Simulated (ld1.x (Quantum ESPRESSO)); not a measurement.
## What one change does to a pseudopotential (In (Z = 49), TM)

* Element: indium (In)
* Generator: ld1.x (Quantum ESPRESSO) 7.5
* Type: norm-conserving Troullier–Martins (Kleinman–Bylander form)
* Functional: PW91
* Relativity: scalar-relativistic
* Frozen core: [Kr] 4d10
* Valence charge: 3
* Reference configuration: 5s2 5p1
* Partial waves: 5s (bound): rc 1.90 bohr; 5p (bound): rc 3.10 bohr; 5d channel at 0.45 Ry: rc 3.30 bohr
* Local potential: all-electron potential smoothed inside 2.90 bohr (lloc = -1)
* Core correction: Bessel-smoothed model core, default radius (core density twice the valence density)

All-electron outer shells of the reference configuration (PW91, scalar-relativistic, ld1.x):

```csv
shell,level (eV),outermost node (bohr),outermost maximum (bohr)
4p,-78.17,0.42,0.82
4d,-18.67,0.40,0.94
5s,-8.29,1.02,2.16
5p,-2.56,1.14,2.85
```

Change: all radii but the core radius scaled by about 1.25 (s 2.36, p 3.86, d 4.12 bohr); local potential all-electron potential smoothed inside 3.62 bohr (lloc = -1).

Cutoffs: the cutoffs (Ry, on a coarse ladder) from which the occupation-weighted sum of valence levels, in a spherical-Bessel basis at the reference potential, stays within 10 and 1 mRy of its value at 400 Ry; they do not see the model core or the augmentation charge, which bear on the density cutoff. Errors are all-electron minus pseudo energies relative to the spin-unpolarised reference configuration.

**Question.** Predict the effect on cutoff, ghosts and configuration errors.

**Answer.** The potential gets softer (18 Ry and 40 Ry → 10 Ry and 25 Ry); of the 7 tests that both files solve, the error grows in 4 and shrinks in 2 by more than 15 % and 0.3 meV (median size 17.8 → 28.1 meV); neither file shows a bound ghost. A larger radius leaves more room for a smooth pseudo-wave, so fewer plane waves are needed.

```csv
quantity,base,changed
"cutoff, loose",18 Ry,10 Ry
"cutoff, tight",40 Ry,25 Ry
bound ghosts,none,none
"error for 5s2 5p0, meV [ΔE 5.42 eV]",-18,-28
"error for 5s1 5p0, meV [ΔE 24.74 eV]",-229,-287
"error for 5s2 5p0.5, meV [ΔE 1.96 eV]",-2.9,-4.6
"error for 5s1 5p1, meV [ΔE 12.04 eV]",-58,-65
"error for 5s2 5p1.3, meV [ΔE -0.54 eV]",-0.1,-0.4
"error for 5s1 5p2, meV [ΔE 5.87 eV]",-18,-11
"error for 5s0 5p3, meV [ΔE 12.01 eV]",-66,-31
```
